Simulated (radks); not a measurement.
Numerical settings for the europium ion Eu2+, [Xe] 4f7. Calculated with a radial shooting solver on a logarithmic mesh with Libxc functionals: scalar-relativistic Kohn-Sham, PBEsol, spin-unpolarised, spherical densities, finite nucleus; Fermi nuclear charge, rms radius 5.1115 fm. The defaults (mesh step 0.008 in ln r, mesh end at 40 bohr or more with all orbitals vanishing there, Anderson mixing 0.5 over 9 steps, residual threshold near 1e-9 with the energy settled to 1e-9 hartree or 1e-11 of itself, here a cap of 87 iterations) give E = -10838.9079 hartree and 4f at -16.177 eV in 14 iterations. Run on one thread of a shared host, so times are rough (Arm Neoverse V1): 0.13 s of CPU time, 0.13 s wall, 14 iterations on 2254 mesh points. Changes against that run (0 stands for a change within the tolerance of the run):

setting,iterations,converged,E (mhartree),e(4f) (meV),CPU (s)
mesh step in ln r 0.03,14,yes,0,0,0.05
mesh step in ln r 0.003,15,yes,0,0,0.35
mesh step in ln r 0.12,4,no,diverged,-,0.01
mesh end (bohr) 12,14,yes,0,0,0.13
mesh end (bohr) 5,14,yes,+5.34,+241,0.12
residual threshold 1e-16,87,no,0,0,0.36
residual threshold 0.01,11,yes,0,+0.365,0.11
mixing 0.05,21,yes,0,0,0.18
"linear mixing, mixing 0.05",87,no,-0.642,-110,0.71
"linear mixing, mixing 0.8",87,no,+2.02e+04,-1.64e+05,1.3
mixing history 2,26,yes,0,0,0.2
iteration cap 2,2,no,+1.14e+03,-2.88e+04,0.03

Settings that end as converged yet miss the energy by more than 1 mhartree: mesh end (bohr) 5 (+0.00534 hartree). A mesh that ends early acts as a hard wall.
